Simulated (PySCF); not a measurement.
Ge(H)(Me)2(OH) (C2H8GeO), SMILES [CH3][GeH]([CH3])[OH].

The structure is a stationary point at B3LYP-D3(BJ)/def2-SVP. One conformer was computed; it need not be the lowest.

These are B3LYP-D3(BJ)/def2-SVP in PySCF values and carry that method's errors.

Frequencies are harmonic and unscaled.

**Question.** Estimate the vibrational spectrum. (An estimate is asked for; the answer gives what the named calculation found.)

**Answer.** 
```json
[
 {"mode": "1", "ν (cm⁻¹)": "112", "IR (km/mol)": "2.1", "Raman (Å⁴/amu)": "0.2", "depolarisation": "0.75", "moving atoms (share of kinetic energy)": "H 98 %"},
 {"mode": "2", "ν (cm⁻¹)": "122", "IR (km/mol)": "0.1", "Raman (Å⁴/amu)": "0.0", "depolarisation": "–", "moving atoms (share of kinetic energy)": "H 96 %"},
 {"mode": "3", "ν (cm⁻¹)": "141", "IR (km/mol)": "71.1", "Raman (Å⁴/amu)": "3.1", "depolarisation": "0.75", "moving atoms (share of kinetic energy)": "H 92 %"},
 {"mode": "4", "ν (cm⁻¹)": "171", "IR (km/mol)": "0.8", "Raman (Å⁴/amu)": "2.2", "depolarisation": "0.72", "moving atoms (share of kinetic energy)": "C 51 %, H 35 %, Ge 11 %"},
 {"mode": "5", "ν (cm⁻¹)": "203", "IR (km/mol)": "9.0", "Raman (Å⁴/amu)": "1.0", "depolarisation": "0.68", "moving atoms (share of kinetic energy)": "H 28 %, Ge 28 %, O 22 %, C 22 %"},
 {"mode": "6", "ν (cm⁻¹)": "214", "IR (km/mol)": "51.0", "Raman (Å⁴/amu)": "1.0", "depolarisation": "0.75", "moving atoms (share of kinetic energy)": "O 55 %, H 21 %, C 15 %, Ge 9 %"},
 {"mode": "7", "ν (cm⁻¹)": "575", "IR (km/mol)": "5.5", "Raman (Å⁴/amu)": "25.8", "depolarisation": "0.10", "moving atoms (share of kinetic energy)": "C 69 %, H 20 %, Ge 8 %"},
 {"mode": "8", "ν (cm⁻¹)": "594", "IR (km/mol)": "58.0", "Raman (Å⁴/amu)": "1.9", "depolarisation": "0.75", "moving atoms (share of kinetic energy)": "H 68 %, C 21 %, Ge 12 %"},
 {"mode": "9", "ν (cm⁻¹)": "607", "IR (km/mol)": "4.3", "Raman (Å⁴/amu)": "11.0", "depolarisation": "0.75", "moving atoms (share of kinetic energy)": "H 49 %, C 41 %, Ge 10 %"},
 {"mode": "10", "ν (cm⁻¹)": "676", "IR (km/mol)": "59.5", "Raman (Å⁴/amu)": "7.7", "depolarisation": "0.40", "moving atoms (share of kinetic energy)": "O 46 %, H 37 %, Ge 15 %"},
 {"mode": "11", "ν (cm⁻¹)": "701", "IR (km/mol)": "51.4", "Raman (Å⁴/amu)": "5.1", "depolarisation": "0.69", "moving atoms (share of kinetic energy)": "H 58 %, O 34 %"},
 {"mode": "12", "ν (cm⁻¹)": "746", "IR (km/mol)": "37.1", "Raman (Å⁴/amu)": "1.2", "depolarisation": "0.75", "moving atoms (share of kinetic energy)": "H 79 %, C 18 %"},
 {"mode": "13", "ν (cm⁻¹)": "834", "IR (km/mol)": "35.9", "Raman (Å⁴/amu)": "2.6", "depolarisation": "0.74", "moving atoms (share of kinetic energy)": "H 75 %, C 22 %"},
 {"mode": "14", "ν (cm⁻¹)": "843", "IR (km/mol)": "67.1", "Raman (Å⁴/amu)": "10.6", "depolarisation": "0.75", "moving atoms (share of kinetic energy)": "H 85 %, C 14 %"},
 {"mode": "15", "ν (cm⁻¹)": "846", "IR (km/mol)": "52.3", "Raman (Å⁴/amu)": "4.6", "depolarisation": "0.75", "moving atoms (share of kinetic energy)": "H 81 %, C 16 %"},
 {"mode": "16", "ν (cm⁻¹)": "904", "IR (km/mol)": "121.7", "Raman (Å⁴/amu)": "5.2", "depolarisation": "0.74", "moving atoms (share of kinetic energy)": "H 90 %, O 8 %"},
 {"mode": "17", "ν (cm⁻¹)": "1253", "IR (km/mol)": "11.2", "Raman (Å⁴/amu)": "0.0", "depolarisation": "–", "moving atoms (share of kinetic energy)": "H 80 %, C 20 %"},
 {"mode": "18", "ν (cm⁻¹)": "1258", "IR (km/mol)": "7.6", "Raman (Å⁴/amu)": "1.8", "depolarisation": "0.07", "moving atoms (share of kinetic energy)": "H 81 %, C 19 %"},
 {"mode": "19", "ν (cm⁻¹)": "1431", "IR (km/mol)": "1.0", "Raman (Å⁴/amu)": "7.1", "depolarisation": "0.75", "moving atoms (share of kinetic energy)": "H 95 %"},
 {"mode": "20", "ν (cm⁻¹)": "1432", "IR (km/mol)": "0.2", "Raman (Å⁴/amu)": "18.1", "depolarisation": "0.75", "moving atoms (share of kinetic energy)": "H 95 %"},
 {"mode": "21", "ν (cm⁻¹)": "1437", "IR (km/mol)": "2.6", "Raman (Å⁴/amu)": "22.7", "depolarisation": "0.75", "moving atoms (share of kinetic energy)": "H 96 %"},
 {"mode": "22", "ν (cm⁻¹)": "1443", "IR (km/mol)": "7.1", "Raman (Å⁴/amu)": "0.8", "depolarisation": "0.74", "moving atoms (share of kinetic energy)": "H 96 %"},
 {"mode": "23", "ν (cm⁻¹)": "2136", "IR (km/mol)": "147.9", "Raman (Å⁴/amu)": "160.9", "depolarisation": "0.22", "moving atoms (share of kinetic energy)": "H 99 %"},
 {"mode": "24", "ν (cm⁻¹)": "3033", "IR (km/mol)": "5.8", "Raman (Å⁴/amu)": "0.1", "depolarisation": "0.75", "moving atoms (share of kinetic energy)": "H 97 %"},
 {"mode": "25", "ν (cm⁻¹)": "3034", "IR (km/mol)": "5.7", "Raman (Å⁴/amu)": "264.2", "depolarisation": "0.00", "moving atoms (share of kinetic energy)": "H 97 %"},
 {"mode": "26", "ν (cm⁻¹)": "3126", "IR (km/mol)": "0.0", "Raman (Å⁴/amu)": "16.7", "depolarisation": "0.75", "moving atoms (share of kinetic energy)": "H 91 %, C 9 %"},
 {"mode": "27", "ν (cm⁻¹)": "3127", "IR (km/mol)": "16.7", "Raman (Å⁴/amu)": "139.0", "depolarisation": "0.75", "moving atoms (share of kinetic energy)": "H 91 %, C 9 %"},
 {"mode": "28", "ν (cm⁻¹)": "3140", "IR (km/mol)": "3.6", "Raman (Å⁴/amu)": "63.0", "depolarisation": "0.75", "moving atoms (share of kinetic energy)": "H 91 %, C 9 %"},
 {"mode": "29", "ν (cm⁻¹)": "3140", "IR (km/mol)": "6.9", "Raman (Å⁴/amu)": "120.7", "depolarisation": "0.72", "moving atoms (share of kinetic energy)": "H 90 %, C 10 %"},
 {"mode": "30", "ν (cm⁻¹)": "3844", "IR (km/mol)": "43.2", "Raman (Å⁴/amu)": "89.5", "depolarisation": "0.27", "moving atoms (share of kinetic energy)": "H 94 %"}
]
```
